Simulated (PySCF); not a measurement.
Gas-phase reaction: 2 SnH₂Cl₂ → SnH₄ + SnCl₂ + Cl₂

Method: PySCF energies plus ideal-gas RRHO corrections (1 bar). † marks an energy on the PBE0/def2-TZVP geometry and frequencies; other levels use their own. MP2 freezes the core. All species are closed-shell singlets. Sn: scalar-relativistic def2 core potential, no spin-orbit coupling. SnH₂Cl₂: computed as isolated molecules; such fragments, hydroxides, amides, oligomers or adducts are transient or little studied in the gas. MP2 isn't extrapolated to the basis-set limit; its ΔH°(298 K) is 349.5 kJ in def2-SVP and 317.2 kJ in def2-TZVPP. The harmonic model lacks anharmonicity and excited electronic states, which grow with temperature; levels with a mode under 35 cm⁻¹ are left out. Soft modes under 120 cm⁻¹ make the harmonic entropy rough for SnH₂Cl₂, SnCl₂.

```tsv
level	ΔE electronic, kJ	ΔH°(298 K), kJ	ΔS°(298 K), J/K	ΔG°(600 K), kJ
HF/def2-TZVP†	338	333	128	257
M06-2X/def2-TZVP†	336	331	128	255
MP2/def2-SVP†	355	349	128	274
PBE/def2-SVP	282	277	128	201
PBE0/def2-SVP†	314	309	128	233
r2SCAN/def2-TZVP†	311	306	128	230
```
ΔH° is lowest at PBE/def2-SVP and highest at MP2/def2-SVP†. No reference value is set beside these.
